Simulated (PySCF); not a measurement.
Structure with atom numbers: `[F:1][CH:2]([F:3])[C:4]1=[CH:5][CH2:6][CH:7]=[CH:8][O:9]1`. Each H is labelled by its parent atom.

Geometry: GFN2-xTB; GIAO absolute shieldings from PySCF, gas phase, non-relativistic, averaged over equivalent atoms.

At PBE0/3-21G (93 basis functions, 9 s wall time on 1 thread of an Intel Xeon 6975P-C, shared host):
| atoms | σ (ppm) |
| --- | --- |
| F1/F3 | 334.9 |
| C4 | 73.1 |
| C8 | 81.7 |
| C2 | 100.7 |
| C5 | 113.4 |
| C7 | 116.9 |
| C6 | 188.3 |
| O9 | 212.9 |
| H(C8) | 26.38 |
| H(C2) | 26.74 |
| H(C5) | 27.73 |
| H(C7) | 28.57 |
| H(C6) | 30.37 |

Q: Estimate the result of repeating the calculation with PBE0/IGLO-II.

A: 
```json
{"atoms": "F1/F3", "σ at PBE0/IGLO-II": "301.8", "change": "-33.1"}
{"atoms": "C4", "σ at PBE0/IGLO-II": "32.4", "change": "-40.7"}
{"atoms": "C8", "σ at PBE0/IGLO-II": "42.3", "change": "-39.4"}
{"atoms": "C2", "σ at PBE0/IGLO-II": "70.2", "change": "-30.5"}
{"atoms": "C5", "σ at PBE0/IGLO-II": "79.8", "change": "-33.6"}
{"atoms": "C7", "σ at PBE0/IGLO-II": "82.3", "change": "-34.6"}
{"atoms": "C6", "σ at PBE0/IGLO-II": "164.6", "change": "-23.7"}
{"atoms": "O9", "σ at PBE0/IGLO-II": "176.8", "change": "-36.1"}
{"atoms": "H(C8)", "σ at PBE0/IGLO-II": "25.76", "change": "-0.62"}
{"atoms": "H(C2)", "σ at PBE0/IGLO-II": "26.11", "change": "-0.63"}
{"atoms": "H(C5)", "σ at PBE0/IGLO-II": "26.46", "change": "-1.27"}
{"atoms": "H(C7)", "σ at PBE0/IGLO-II": "27.14", "change": "-1.43"}
{"atoms": "H(C6)", "σ at PBE0/IGLO-II": "28.99", "change": "-1.38"}
```

The largest change is at C4 (alkene carbon bearing oxygen). Cost: 234 basis functions, 22 s wall time on 1 thread of an Intel Xeon 6975P-C, shared host. The order of the carbon signals is the same at both levels.
